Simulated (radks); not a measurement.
Values are calculated unless marked as measured or tabulated.
Neutral bismuth inside a hard spherical wall (all orbitals vanish at R), configuration held at [Hg] 6p3 and not refilled when levels cross. Level of theory: scalar-relativistic Kohn-Sham, PBE, spin-polarised, spherical densities, point nucleus; open shells are filled with parallel spins first (spin-orbit coupling, left out, can overturn this in heavy ions) (a radial shooting solver on a logarithmic mesh with Libxc functionals). Eigenvalues in eV for spin up, with the zero of energy where the potential of the charges vanishes at infinity; a dash marks a level that is unbound or too diffuse for the functional's potential to be trusted. A positive occupied level is held by the wall or, in an anion where self-interaction has pushed it up, behind a barrier. The pressure on the wall is -dE/dV.

| R (bohr) | E (hartree) | kinetic (hartree) | e(5p) | e(5d) | e(6s) | e(6p) | e(7s, empty) | e(6d, empty) | pressure (GPa) |
|---|---|---|---|---|---|---|---|---|---|
| free | -21530.8208 | 24432.373 | -95.638 | -26.967 | -14.969 | -5.179 | - | - | 0 |
| 15 | -21530.8208 | 24432.373 | -95.638 | -26.966 | -14.969 | -5.179 | -0.743 | 0.770 | < 0.0001 |
| 12 | -21530.8207 | 24432.373 | -95.633 | -26.962 | -14.965 | -5.176 | -0.579 | 1.083 | 0.000681 |
| 8 | -21530.8165 | 24432.408 | -95.405 | -26.739 | -14.780 | -4.992 | 1.080 | 2.628 | 0.183 |
| 7 | -21530.8070 | 24432.472 | -95.071 | -26.412 | -14.520 | -4.707 | 2.646 | 3.733 | 0.780 |
| 5 | -21530.6626 | 24433.238 | -92.550 | -23.999 | -12.581 | -2.150 | 13.112 | 10.064 | 18.9 |
| 4 | -21530.2153 | 24435.292 | -88.418 | -20.148 | -8.935 | 3.155 | 31.362 | 20.432 | 126 |
| 2.5 | -21523.6095 | 24461.818 | -63.415 | 3.728 | 25.817 | 50.740 | 158.03 | 92.522 | 5350 |
| 1.5 | -21453.2924 | 24697.324 | 42.966 | 128.65 | 285.84 | 356.14 | 766.65 | 446.85 | 232000 |
